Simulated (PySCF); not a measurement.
## Multinuclear NMR of C5H3NP2

Geometry:
```
atom   x (Å)   y (Å)   z (Å)
  N1   3.971  -0.042  -0.181
  C2   2.824  -0.030  -0.131
  C3   1.417  -0.015  -0.067
  P4   0.721   1.574   0.176
  C5  -0.978   1.234   0.207
  C6  -1.619   0.017   0.072
  C7  -1.019  -1.212  -0.119
  P8   0.668  -1.588  -0.246
  H9  -1.604   2.107   0.351
 H10  -2.703   0.029   0.120
 H11  -1.673  -2.072  -0.206
```

PySCF 2.14.0 with density-fitted response routines calculation with structure optimised with GFN2-xTB and shieldings: GIAO PBE0/pcSseg-1; one conformer, non-relativistic Hamiltonian, one averaged value for each set of equivalent atoms, no solvent.

Question: Predict the 31P NMR data.

Answer: 
```json
{"atoms": "P4/P8", "environment": "phosphorus bonded to 2 C, in a 6-membered ring", "σ (ppm)": "7.1", "δ (ppm)": "264.2"}
```

Shieldings were converted by a linear fit to measured shifts: 31P (scatter 18.1 ppm rms vs H3PO4, solution or neat liquid). A few per cent of atoms miss by over 2 rms, more outside the fitted compound classes.

On a 400 MHz spectrometer 31P resonates near 161.9 MHz, so 1 ppm is 161.9 Hz.

Question: What are the 15N shifts?

Answer: 
```json
{"atoms": "N1", "environment": "nitrile nitrogen", "σ (ppm)": "-78.7", "δ (ppm)": "-75.5"}
```

Shieldings were converted by a linear fit to measured shifts: 15N (scatter 6.3 ppm rms vs CH3NO2, solution or neat liquid). A few per cent of atoms miss by over 2 rms, more outside the fitted compound classes.

On a 400 MHz spectrometer 15N resonates near 40.5 MHz, so 1 ppm is 40.5 Hz.
